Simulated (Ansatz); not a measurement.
GeH6Si, SMILES [SiH3][GeH3] (connectivity only; charge and spin as stated), charge -1, multiplicity 2.

Geometry: PBE0-D3(BJ)/def2-SVPD. The multiplicity is an assumed one; other spin states were not compared.

Two levels are set side by side: PBE/def2-SVPD (Ansatz, an electronic-structure program) and PBE0/def2-SVPD (Ansatz). Energy differences of separate SCF runs at the same geometry; the states with an electron removed or added have multiplicity 1. Differences are taken from unrounded values.

| quantity | PBE0 |
|---|---|
| vertical ionisation energy (eV) | 0.94 |

Q: What does PBE give, and how far is it from PBE0? (An estimate is asked for; the answer gives what the named calculation found.)

A: 
```tsv
quantity	PBE	PBE minus PBE0
vertical ionisation energy (eV)	0.93	-0.01
```

Here PBE gives about what the other level gives.
